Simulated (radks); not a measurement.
Initial-state core-level shifts of the niobium ion Nb+ when its valence configuration changes from [Kr] 4d4. Calculated with a radial shooting solver on a logarithmic mesh with Libxc functionals: Dirac Kohn-Sham, PBE, spin-unpolarised, spherical densities, point nucleus; open shells are shared between the two j in proportion to 2j + 1. Shifts are changes of the shell-averaged eigenvalues in eV (positive: less bound).

| valence | 2s | 3p | 3d | 4p |
|---|---|---|---|---|
| 4d3 5s1 | -3.283 | -3.226 | -3.244 | -2.833 |
| 4d2 5p2 | -9.497 | -9.354 | -9.392 | -8.301 |
| 4d2 5s2 | -7.135 | -6.977 | -7.019 | -6.003 |
| 4d2 5s1 5p1 | -8.336 | -8.185 | -8.225 | -7.174 |
| 4d3 5p1 | -4.467 | -4.421 | -4.436 | -4.018 |
| 4d3.5 5p0.5 | -2.153 | -2.136 | -2.143 | -1.963 |
| 4d1 5s2 5p1 | -12.696 | -12.388 | -12.458 | -10.556 |
| 4d3 5s0.5 5p0.5 | -3.880 | -3.828 | -3.845 | -3.431 |
